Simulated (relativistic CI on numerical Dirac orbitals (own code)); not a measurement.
# Hyperfine structure of Au²⁷⁺, mass number 197

Calculated at this level of theory: Dirac-Coulomb-Breit CI, separate exchange-only KLI orbitals for each configuration, QED by a radiative potential, unscaled Slater integrals (own radial code, finite nucleus).

CI space (outside the closed core [Ar] 3d10 4p6 4d10): 4s2 4f6, 4s2 4f5 5s, 4s2 4f4 5s2, 4s 4f7, 4s2 4f5 6s, 4f8. Levels of other configurations are missing.

Nuclear spin I = 3/2, μ = 0.1452 μN, Q = 0.547 b (tables of Stone and Pyykkö). The electronic factors are computed for point nuclear moments, without core polarisation or the Bohr-Weisskopf and QED corrections.

```tsv
Level	E (cm⁻¹)	A (MHz)	B (MHz)
4s2 4f6 7F_1	14437.8	15.44	795
4s2 4f6 7F_2	27045.2	90.92	975
4s2 4f6 7F_3	37212.8	146.6	625
4s2 4f6 7F_4	45426.0	185.2	-218
4s2 4f6 7F_5	51588.6	217.9	-1450
4s2 4f6 7F_6	53834.7	263.9	-2620
4s2 4f6 5D_2	93248.5	202.8	171
4s2 4f6 5L_7	95894.6	365.2	610
```

Levels with J = 0, under 50 % of one LS term, or S terms without an open s electron are left out. Small factors come from cancelling terms and can be off by tens of per cent or more.

At this charge energies of transitions that change n are usually good to better than 1 %, and those within a shell (Δn = 0) to a few per cent. Terms inside the open d or f shell come out 10 to 20 % too wide with unscaled integrals.

Problem. Give the hyperfine levels of 4s2 4f6 7F_3 relative to its centre of gravity.

Solution. With K = F(F + 1) − I(I + 1) − J(J + 1), E = AK/2 + B[¾K(K + 1) − I(I + 1)J(J + 1)]/[2I(2I − 1)J(2J − 1)]: F = 3/2: -504.8, F = 5/2: -606.7, F = 7/2: -312.3, F = 9/2: 815.8 MHz.

LS names give the leading component of a level, which can be under half, so a name can repeat, a term be missing and a line seem to break the LS rules.
